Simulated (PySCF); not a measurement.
Method: TPSSh-D3(BJ)/def2-TZVP run with PySCF. All species are isolated molecules in the gas phase. One relaxed conformer stands for a flexible species; it need not be the lowest. Excitations are Tamm–Dancoff values on a coarser integration grid. The basis has no diffuse functions, so Rydberg states are missing or too high.

Reference species (SMILES): `[OH][Al]([OH])[OH]` (neutral, multiplicity 1).

```
Quantity           Result
---------------  --------
S1–T1 gap (TDA)   0.26 eV
HOMO             -8.05 eV
```

Changed species: `[OH][AlH][OH]` (H–O–Al–O torsion 0°, O–Al–O–H torsion 1°) (2 of 3 H replaced by OH; the reference has 3 of 3 H replaced by OH).

Question: Predict the effect on the S1–T1 gap (TDA) and HOMO.

Answer: the S1–T1 gap (TDA) rises by 0.04 eV, to 0.30 eV; the HOMO decreases by 0.07 eV, to -8.12 eV.
